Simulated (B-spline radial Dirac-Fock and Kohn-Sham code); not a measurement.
**Form factor and incoherent scattering function of Mn¹⁸⁺**

System: the Mn¹⁸⁺ ion, configuration [He] 2s2 2p3.

The run's input, task.json:

```json
{"items": [{
  "Z": 25,
  "q": 18,
  "cfg": [[1, 0, 2], [2, 0, 2], [2, 1, 3]],
  "A": 55,
  "rrms": 3.7057,
  "do": ["scatter"],
  "s": [0.0, 0.05, 0.1, 0.15, 0.2, 0.25, 0.3, 0.35, 0.4, 0.45, 0.5, 0.6, 0.7, 0.8, 0.9, 1.0, 1.1, 1.2, 1.4, 1.6, 1.8, 2.0, 2.5, 3.0, 3.5, 4.0, 5.0, 6.0],
  "pz": [0, 0.1, 0.2, 0.3, 0.4, 0.5, 0.6, 0.8, 1.0, 1.2, 1.4, 1.6, 1.8, 2.0, 2.5, 3.0, 4.0, 5.0, 7.0, 10.0, 15.0, 20.0, 30.0, 40.0, 60.0, 100.0],
  "hv_scatter": [2000, 8047.8, 10000, 20000, 50000, 200000, 500000, 1000000]
}]}
```

Run with: `python xray_run.py task.json out`

Calculated with a B-spline atomic structure program, using configuration-average Dirac-Fock orbitals. f₀ is the Fourier transform of the spherical electron density, S the Waller-Hartree incoherent function, and s = sin θ/λ.

| s (Å⁻¹) | f₀ | S |
| --- | --- | --- |
| 0 | 7.000 | 0.000 |
| 0.05 | 6.993 | 0.009 |
| 0.1 | 6.973 | 0.036 |
| 0.15 | 6.941 | 0.080 |
| 0.2 | 6.895 | 0.142 |
| 0.25 | 6.837 | 0.220 |
| 0.3 | 6.767 | 0.313 |
| 0.35 | 6.685 | 0.420 |
| 0.4 | 6.593 | 0.541 |
| 0.45 | 6.491 | 0.674 |
| 0.5 | 6.379 | 0.817 |
| 0.6 | 6.132 | 1.129 |
| 0.7 | 5.857 | 1.466 |
| 0.8 | 5.563 | 1.817 |
| 0.9 | 5.257 | 2.170 |
| 1 | 4.945 | 2.518 |
| 1.1 | 4.633 | 2.852 |
| 1.2 | 4.327 | 3.167 |
| 1.4 | 3.750 | 3.728 |
| 1.6 | 3.239 | 4.190 |
| 1.8 | 2.804 | 4.557 |
| 2 | 2.447 | 4.845 |
| 2.5 | 1.844 | 5.330 |
| 3 | 1.519 | 5.640 |
| 3.5 | 1.332 | 5.879 |
| 4 | 1.201 | 6.085 |
| 5 | 0.984 | 6.416 |
| 6 | 0.788 | 6.644 |

f₀ starts at the number of electrons, 7, and has fallen to half at s ≈ 1.50 Å⁻¹. The sum of ⟨r²⟩ over the electrons is 0.3606 bohr².
